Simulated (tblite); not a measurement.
Record of a relaxation.

Compound: C3H4NO2S2 (charge -1).
SMILES with atom numbers: `[CH3:1][S:2][C@@H:3]([C:4]#[N:5])[S@@:6](=[O:7])[O-:8]` (hydrogens: H9, H10, H11 on C1; H12 on C3)
Bond orders are those of one Lewis drawing.

Computed with GFN2-xTB (tblite), gas phase: L-BFGS steps from a force-field or distance-geometry start until the largest atomic force falls under 0.01 eV/Å. 12 of its 151 geometries are shown.

Step 0: E = -711.2728 eV, largest atomic force 7.211 eV/Å
```
atom  x, y, z in Å  |  force x, y, z in eV/Å
C1     -1.990   -0.358    0.187   -1.322   0.083   1.138
S2     -0.431   -1.005   -0.430   -0.126  -1.129  -0.466
C3      0.836    0.261   -0.637   -1.847   2.175  -1.359
C4      0.449    1.586   -0.187    0.148  -0.700  -0.096
N5      0.159    2.631    0.213    0.130  -0.649  -0.278
S6      2.296   -0.288    0.263    3.482  -6.044   1.830
O7      1.836   -0.599    1.697    0.402   0.949  -2.587
O8      2.749   -1.780   -0.464   -1.774   5.008   1.824
H9     -2.247   -0.907    1.141    0.385   0.449  -0.870
H10    -2.815   -0.574   -0.525    0.641   0.268   0.248
H11    -1.968    0.707    0.445    0.167  -0.256  -0.306
H12     1.127    0.326   -1.729   -0.286  -0.154   0.920
```

Step 14: E = -712.8539 eV, largest atomic force 0.183 eV/Å
```
atom  x, y, z in Å  |  force x, y, z in eV/Å
C1     -1.982   -0.347    0.195   -0.037   0.013   0.036
S2     -0.480   -1.083   -0.534   -0.052  -0.037  -0.044
C3      0.697    0.282   -0.683    0.161  -0.032   0.066
C4      0.359    1.540   -0.210   -0.107  -0.114   0.068
N5      0.138    2.589    0.225   -0.055   0.029  -0.003
S6      2.421   -0.384    0.369    0.035   0.179   0.008
O7      1.925   -0.649    1.727   -0.073  -0.013  -0.120
O8      2.695   -1.600   -0.409    0.037  -0.082  -0.013
H9     -2.200   -0.860    1.126    0.005  -0.025   0.064
H10    -2.798   -0.497   -0.508   -0.056   0.073   0.001
H11    -1.826    0.708    0.387    0.048   0.040  -0.043
H12     1.053    0.301   -1.710    0.093  -0.030  -0.023
```

Step 27: E = -712.8898 eV, largest atomic force 0.190 eV/Å
```
atom  x, y, z in Å  |  force x, y, z in eV/Å
C1     -1.970   -0.306    0.208   -0.025  -0.002  -0.023
S2     -0.555   -1.084   -0.650    0.044   0.185   0.003
C3      0.715    0.229   -0.695   -0.017   0.010  -0.006
C4      0.312    1.473   -0.225   -0.010  -0.032   0.016
N5     -0.002    2.486    0.238    0.040  -0.039  -0.072
S6      2.422   -0.355    0.386   -0.016  -0.075  -0.030
O7      1.886   -0.673    1.715   -0.018  -0.031   0.003
O8      2.802   -1.545   -0.397   -0.004   0.092   0.062
H9     -2.152   -0.819    1.149    0.060   0.008  -0.032
H10    -2.834   -0.402   -0.445   -0.039  -0.022   0.029
H11    -1.761    0.744    0.387    0.037  -0.065   0.020
H12     1.137    0.253   -1.698   -0.050  -0.030   0.031
```

Step 41: E = -712.9029 eV, largest atomic force 1.937 eV/Å
```
atom  x, y, z in Å  |  force x, y, z in eV/Å
C1     -1.928   -0.356    0.286    0.123   0.293  -0.054
S2     -0.784   -0.813   -1.054   -0.435  -0.359  -0.220
C3      0.634    0.227   -0.771    0.757   0.428   0.176
C4      0.365    1.544   -0.391   -0.381   1.740   0.133
N5      0.181    2.660   -0.082    0.262  -1.893  -0.316
S6      2.195   -0.372    0.575    0.171   0.573   0.470
O7      1.555   -1.044    1.705   -0.514  -0.090   0.260
O8      2.998   -1.300   -0.215    0.182  -0.322  -0.671
H9     -1.782   -0.980    1.159    0.159  -0.007   0.086
H10    -2.934   -0.469   -0.090   -0.192  -0.209  -0.152
H11    -1.780    0.696    0.510    0.159   0.015   0.157
H12     1.280    0.208   -1.659   -0.290  -0.170   0.131
```

Step 55: E = -713.1062 eV, largest atomic force 0.230 eV/Å
```
atom  x, y, z in Å  |  force x, y, z in eV/Å
C1     -1.810   -0.432    0.368   -0.021  -0.026   0.106
S2     -0.940   -0.419   -1.227    0.014  -0.008   0.025
C3      0.646    0.341   -0.789    0.005  -0.062  -0.022
C4      0.546    1.726   -0.621    0.047  -0.082  -0.012
N5      0.483    2.854   -0.384   -0.064   0.081   0.047
S6      1.839   -0.399    0.776    0.065  -0.065  -0.125
O7      0.991   -1.366    1.492   -0.093  -0.037  -0.013
O8      2.854   -1.042   -0.081   -0.028   0.031   0.226
H9     -1.295   -1.093    1.060    0.098   0.046  -0.043
H10    -2.814   -0.798    0.169    0.015  -0.007  -0.009
H11    -1.855    0.578    0.768    0.038   0.044  -0.032
H12     1.356    0.050   -1.558   -0.074   0.085  -0.147
```

Step 68: E = -713.1553 eV, largest atomic force 0.107 eV/Å
```
atom  x, y, z in Å  |  force x, y, z in eV/Å
C1     -1.744   -0.406    0.393    0.031   0.062  -0.081
S2     -0.984   -0.381   -1.260   -0.017  -0.035   0.010
C3      0.639    0.317   -0.853    0.025  -0.033   0.037
C4      0.542    1.699   -0.646    0.000  -0.020  -0.071
N5      0.432    2.818   -0.387    0.000   0.048   0.053
S6      1.717   -0.415    0.812   -0.024  -0.001  -0.035
O7      0.846   -1.459    1.384    0.004  -0.057  -0.004
O8      2.879   -0.974    0.105    0.008   0.039  -0.014
H9     -1.118   -1.025    1.026    0.013  -0.023   0.089
H10    -2.737   -0.828    0.279   -0.018   0.004   0.014
H11    -1.792    0.612    0.772   -0.045   0.013  -0.012
H12     1.321    0.042   -1.652    0.022   0.004   0.012
```

Step 82: E = -713.1722 eV, largest atomic force 0.101 eV/Å
```
atom  x, y, z in Å  |  force x, y, z in eV/Å
C1     -1.726   -0.348    0.399   -0.012   0.004  -0.006
S2     -0.941   -0.528   -1.229    0.058   0.011  -0.007
C3      0.641    0.277   -0.870   -0.014  -0.018   0.036
C4      0.485    1.648   -0.634   -0.009  -0.061  -0.023
N5      0.342    2.747   -0.313   -0.016   0.063  -0.001
S6      1.692   -0.446    0.806    0.002  -0.016   0.023
O7      0.870   -1.579    1.278    0.065   0.020  -0.074
O8      2.926   -0.869    0.126   -0.020  -0.014   0.026
H9     -1.125   -0.887    1.130   -0.011   0.033  -0.058
H10    -2.722   -0.773    0.319    0.004   0.012   0.022
H11    -1.776    0.713    0.634   -0.036  -0.001   0.048
H12     1.335    0.045   -1.673   -0.011  -0.031   0.012
```

Step 95: E = -713.1793 eV, largest atomic force 0.033 eV/Å
```
atom  x, y, z in Å  |  force x, y, z in eV/Å
C1     -1.727   -0.323    0.413    0.001  -0.002  -0.006
S2     -0.949   -0.493   -1.220   -0.026  -0.013   0.015
C3      0.647    0.275   -0.850    0.017   0.002  -0.022
C4      0.497    1.653   -0.651    0.027  -0.011   0.005
N5      0.339    2.763   -0.373    0.010  -0.011  -0.002
S6      1.660   -0.492    0.822   -0.009   0.003   0.013
O7      0.868   -1.690    1.163    0.017  -0.001  -0.005
O8      2.944   -0.816    0.180   -0.009   0.024   0.000
H9     -1.088   -0.825    1.135   -0.027   0.003  -0.018
H10    -2.700   -0.802    0.353    0.002   0.016   0.011
H11    -1.833    0.736    0.644   -0.001  -0.021   0.009
H12     1.341    0.013   -1.643   -0.001   0.012   0.002
```

Step 109: E = -713.1880 eV, largest atomic force 0.094 eV/Å
```
atom  x, y, z in Å  |  force x, y, z in eV/Å
C1     -1.748   -0.345    0.442    0.011  -0.044  -0.007
S2     -1.046   -0.379   -1.234    0.045   0.052   0.018
C3      0.611    0.257   -0.870   -0.019   0.026   0.039
C4      0.593    1.649   -0.710    0.046   0.074  -0.035
N5      0.562    2.778   -0.472   -0.033  -0.061   0.000
S6      1.559   -0.468    0.853    0.006   0.000  -0.034
O7      0.908   -1.776    1.067    0.022   0.012  -0.033
O8      2.919   -0.579    0.303   -0.043  -0.014   0.044
H9     -1.089   -0.930    1.077   -0.035   0.016   0.028
H10    -2.728   -0.806    0.370   -0.032   0.018   0.050
H11    -1.831    0.684    0.790    0.033  -0.055  -0.049
H12     1.293   -0.086   -1.642    0.000  -0.024  -0.021
```

Step 123: E = -713.1981 eV, largest atomic force 0.098 eV/Å
```
atom  x, y, z in Å  |  force x, y, z in eV/Å
C1     -1.764   -0.396    0.489    0.017  -0.003  -0.006
S2     -1.146   -0.168   -1.208    0.029  -0.010   0.005
C3      0.581    0.273   -0.880    0.020  -0.034  -0.036
C4      0.749    1.662   -0.814   -0.025  -0.010   0.004
N5      0.849    2.799   -0.653   -0.004   0.090  -0.006
S6      1.405   -0.456    0.882    0.066  -0.054  -0.049
O7      0.948   -1.860    0.865   -0.023  -0.003   0.033
O8      2.825   -0.315    0.525   -0.061   0.024   0.022
H9     -1.098   -1.087    0.999   -0.036   0.011  -0.016
H10    -2.763   -0.814    0.403    0.002   0.016   0.007
H11    -1.797    0.569    0.988    0.018  -0.020   0.028
H12     1.211   -0.209   -1.623   -0.003  -0.008   0.014
```

Step 136: E = -713.2022 eV, largest atomic force 0.031 eV/Å
```
atom  x, y, z in Å  |  force x, y, z in eV/Å
C1     -1.757   -0.434    0.504    0.003  -0.012  -0.001
S2     -1.182   -0.062   -1.183    0.007   0.000  -0.004
C3      0.570    0.290   -0.885   -0.014  -0.004   0.017
C4      0.805    1.672   -0.873   -0.012   0.028  -0.007
N5      0.953    2.811   -0.777   -0.001  -0.001  -0.002
S6      1.336   -0.435    0.901   -0.009   0.001   0.015
O7      0.957   -1.861    0.822   -0.005  -0.021   0.003
O8      2.760   -0.205    0.632    0.012   0.000  -0.003
H9     -1.148   -1.241    0.901   -0.003   0.000   0.004
H10    -2.796   -0.736    0.417   -0.005   0.000  -0.004
H11    -1.672    0.458    1.119    0.011   0.016   0.006
H12     1.174   -0.257   -1.604    0.016  -0.005  -0.024
```

Step 150: E = -713.2044 eV, largest atomic force 0.007 eV/Å
```
atom  x, y, z in Å  |  force x, y, z in eV/Å
C1     -1.738   -0.394    0.495    0.002  -0.002   0.000
S2     -1.131   -0.212   -1.210    0.005   0.002   0.004
C3      0.587    0.263   -0.890   -0.001   0.001  -0.004
C4      0.717    1.658   -0.842   -0.001  -0.004  -0.001
N5      0.775    2.803   -0.709   -0.001   0.001   0.000
S6      1.371   -0.466    0.892   -0.001  -0.001  -0.001
O7      0.966   -1.884    0.835   -0.001  -0.002   0.001
O8      2.796   -0.262    0.599    0.003   0.001   0.000
H9     -1.164   -1.178    0.980    0.000   0.001  -0.002
H10    -2.788   -0.665    0.427    0.002   0.002  -0.001
H11    -1.623    0.553    1.016   -0.002   0.000   0.000
H12     1.233   -0.218   -1.619   -0.004   0.000   0.003
```

Question: Summarise the path.

Answer: The energy falls by 44.54 kcal/mol from step 0 to step 150; nine tenths of that is first reached at step 47. It rises by more than 0.2 meV at steps 41, 50 and 114. The largest force goes from 7.211 to 0.007 eV/Å. Among the bonds C3–S6 changes most, from 1.802 to 2.078 Å; the atoms move by 1.096 Å rms after alignment.

What follows is the cost of the whole relaxation. Hardware: an Arm Neoverse V2 with one thread, on a shared host. Cost: 0.86 s.
